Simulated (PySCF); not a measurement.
Species: C2H9Ge2PSi.
Numbering: `[CH:1]#[C:2][SiH2:3][GeH2:4][GeH2:5][PH2:6]` (hydrogens: H7 on C1; H8, H9 on Si3; H10, H11 on Ge4; H12, H13 on Ge5; H14, H15 on P6)

Structure used (PBE0-D3(BJ)/def2-SVP), in Å, numbered top down from 1:
```xyz
15
C2H9Ge2PSi angstrom
C     -0.483    3.035    0.948
C      0.489    2.467    0.485
Si     1.882    1.503   -0.220
Ge     1.041   -0.690   -0.690
Ge    -1.281   -0.826   -0.001
P     -2.258   -2.915   -0.354
H     -1.337    3.547    1.356
H      2.995    1.452    0.774
H      2.368    2.177   -1.461
H      1.148   -0.999   -2.198
H      1.863   -1.753    0.067
H     -2.118    0.206   -0.781
H     -1.399   -0.518    1.504
H     -1.747   -3.046   -1.683
H     -1.166   -3.636    0.222
```

Computed at PBE0/pcSseg-1 (PySCF, non-relativistic), with Q(73Ge) = −0.196 b: Ge4, 73Ge (I = 9/2): χzz = -11.61 MHz, η = 0.175; Ge5, 73Ge (I = 9/2): χzz = -28.42 MHz, η = 0.515.

Q: Where would the pure quadrupole (NQR) lines of 73Ge at Ge4 fall for the rigid, isolated species?

A: From the eigenvalues of H = χ/[4I(2I − 1)] × [3Iz² − I(I + 1) + η(Ix² − Iy²)], steps between neighbouring levels, labelled as for η = 0: ±1/2↔±3/2 0.602 MHz, ±3/2↔±5/2 0.937 MHz, ±5/2↔±7/2 1.443 MHz, ±7/2↔±9/2 1.931 MHz (germanium bonded to Ge, Si and 2 H).

Q: Find the zero-field quadrupole resonance frequencies of 73Ge at Ge5.

A: From the eigenvalues of H = χ/[4I(2I − 1)] × [3Iz² − I(I + 1) + η(Ix² − Iy²)], steps between neighbouring levels, labelled as for η = 0: ±1/2↔±3/2 2.700 MHz, ±3/2↔±5/2 2.217 MHz, ±5/2↔±7/2 3.362 MHz, ±7/2↔±9/2 4.634 MHz (germanium bonded to Ge, P and 2 H).

In a crystal, neighbours and librations shift these lines. The calculation is non-relativistic, for germanium too. The small basis limits the accuracy of the gradients.

The run behind these numbers computed NMR shieldings as well. Hardware: one thread of an Arm Neoverse V1, no GPU (shared host). Cost: 48 s of wall time.

One conformer stands for the species.
